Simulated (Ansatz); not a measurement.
Compare A (`O/C(F)=N/[SiH3]`) with its isomer B (`FC1N[SiH2]O1`).

Calculated with Ansatz (gas phase, PBE0-D4/def2-TZVP geometries, no zero-point term in ΔE). CCSD(T)/CBS adds triple-zeta CCSD(T) − MP2 to the extrapolated MP2 energy (def2 sets, frozen cores). DFT in def2-TZVPP. B3LYP here is the variant with VWN-RPA as its local correlation; programs differ in this. One conformer a species, not always the lowest.

Which isomer does CCSD(T)/CBS put lower? Give the gap. (An estimate is asked.)

The calculation gave: B, by 72.7 kJ/mol.

Give E(B) − E(A) in kJ/mol with PBE0-D4, LDA (SPW92), CCSD/def2-TZVPP, B3LYP, BLYP-D4, PBE-D4, MP2/def2-TZVPP. (An estimate is asked.)

Computed: PBE0-D4 -63.3, LDA (SPW92) -66.7, CCSD/def2-TZVPP -68.9, B3LYP -48.5, BLYP-D4 -39.1, PBE-D4 -50.9, MP2/def2-TZVPP -71.1. None reverses the order clearly.

Does the order hold for the free energy at 298.15 K (harmonic terms from PBE0-D4)? (An estimate is asked.)

Computed: Yes: G(B) − G(A) = -57.6 kJ/mol, for one conformer each. Modes under 60 cm⁻¹, often nearly free rotors, make the harmonic entropy too high.

Largest T1 diagnostic: 0.013.

From BLYP to BHLYP (50 % exact exchange), in def2-TZVPP and without D4, E(B) − E(A) moves by −26.2 kJ/mol. At CCSD(T), def2-SVP lies +36.1 kJ/mol from the extrapolated value and def2-TZVPP +6.6 kJ/mol.
